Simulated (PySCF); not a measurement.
Isomers of C9H10Si, from PBE0-D3(BJ)/def2-SVP geometry optimisation, gas phase (PySCF 2.14.0). One conformer each, no zero-point energy, no frequencies.

Question: Which is lower in electronic energy at this level?
A. `[SiH3]C1=CC2(C=CC=C2)C=C1`: A = 3165, B = 646.7, C = 619.6 MHz, dipole 0.91 D
B. `c1c(C)c([SiH3])c(C#C)cc1`: A = 1449, B = 1149, C = 648.2 MHz, dipole 1.08 D

Answer: B. That is `C#Cc1cccc(C)c1[SiH3]`, 7.1 kcal/mol below the other.

| SMILES | mapped SMILES | E (Eh) | relative (kcal/mol) | relative (kJ/mol) | dipole (D) |
| --- | --- | --- | --- | --- | --- |
| C#Cc1cccc(C)c1[SiH3] | [CH:1]#[C:2][c:3]1[cH:4][cH:5][cH:6][c:7]([CH3:8])[c:9]1[SiH3:10] | -637.53402 | 0.0 | 0.0 | 1.08 |
| [SiH3]C1=CC2(C=CC=C2)C=C1 | [SiH3:1][C:2]1=[CH:3][C:4]2([CH:5]=[CH:6][CH:7]=[CH:8]2)[CH:9]=[CH:10]1 | -637.52273 | 7.1 | 29.6 | 0.91 |

As drawn, the lower has an aromatic ring and a C≡C bond, which the higher lacks; the higher has a C=C bond outside aromatic rings and a quaternary carbon, which the lower lacks.
